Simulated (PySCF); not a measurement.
# P+: excitation energy

P+ [Ne] 3s2 3p2 (3P) → P+ [Ne] 3s1 3p3 (5S), as a difference of total energies. Calculation: PySCF 2.14, in x2c-TZVPPall; the spin-free X2C one-electron Hamiltonian (Gaussian nucleus). Correlated levels: valence and next inner shell: 1s2 frozen. The calculations carry no spin-orbit coupling.

| method | excitation energy (eV) | error (eV) |
| --- | --- | --- |
| UHF | 3.984 | -1.643 |
| MP2 (valence and next inner shell) | 5.222 | -0.405 |
| SCS-MP2 (valence and next inner shell) | 5.687 | +0.060 |
| CCSD (valence and next inner shell) | 5.465 | -0.162 |
| CCSD(T) (valence and next inner shell) | 5.533 | -0.094 |

Reference: 5.627 eV (measured; NIST levels, between the centres of gravity of the two terms).

Errors of the correlated levels include the incompleteness of this basis and the frozen core.
